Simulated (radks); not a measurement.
Results of a calculation; reference values are marked as such.
Task: These are the eigenvalues of the occupied orbitals of an atom or ion with whole-number occupations (hartree). Code: a radial shooting solver on a logarithmic mesh with Libxc functionals. Model: scalar-relativistic Kohn-Sham, LDA (Slater exchange, Perdew-Wang correlation), spin-polarised, spherical densities, finite nucleus; Fermi nuclear charge, rms radius of each element as measured or else 0.836 A^(1/3) + 0.57 fm.

| orbital | eigenvalue |
|---|---|
| 1s up | -7.69269 |
| 1s down | -7.66344 |
| 2s up | -1.18956 |

Which element is it, and in what charge state? The configuration may be excited. Open shells, if any, are filled with parallel spins first.

Result: Z = 5, boron, charge +2: B2+ in [He] 2s1. The list shows which subshells hold electrons but not how many an open one holds; the 1s level, -7.6927 hartree, gives Z - s = 3.9 by -(Z - s)^2/2, which with screening and relativity narrows Z to a few neighbours, and the depths of the outer levels then fix element, charge and occupations together.
